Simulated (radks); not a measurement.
Ar8+, configuration [Ne].

Method: non-relativistic Kohn-Sham, LB94 model potential, spin-polarised, spherical densities, point nucleus; computed with a radial shooting solver on a logarithmic mesh with Libxc functionals.

Energy parts (eV):
part                  energy
kinetic            13796.656
electron-nucleus  -30984.027
Hartree             4133.055
(The LB94 potential has no energy functional, so no total or exchange-correlation energy is given.)

Orbitals (lengths in bohr, moments of r in powers of bohr; r(max) is where P^2 peaks; r(90%) holds 90 % of the orbital's charge):
| orbital | occ. | eigenvalue (eV) | <r> | r(90%) | r(max) |
|---|---|---|---|---|---|
| 1s | 2 | -3338.179 | 0.08586 | 0.153 | 0.05654 |
| 2s | 2 | -478.8711 | 0.4124 | 0.642 | 0.3395 |
| 2p | 6 | -415.6780 | 0.3705 | 0.612 | 0.2781 |
| 3s | 0 | -168.9227 | 1.094 | 1.59 | 1.015 |
| 3p | 0 | -152.0241 | 1.106 | 1.64 | 1.019 |

The highest occupied level is 2p at -415.68 eV. The electron density at the nucleus is 3822 e/bohr^3. The density falls to 0.001 e/bohr^3 at r = 1.32 bohr. For comparison, the ionisation energy in NIST's Atomic Spectra Database is 422.6 eV (semi-empirical). In exact Kohn-Sham theory the highest level is minus the ionisation energy, but local and semilocal functionals leave it too shallow, through self-interaction and a potential that decays too fast; potentials with the right tail come closer. Summed over all electrons, <r^2> = 1.440 bohr^2, which gives a Langevin (diamagnetic) susceptibility term of -1.14 x 10^-6 cm^3/mol.
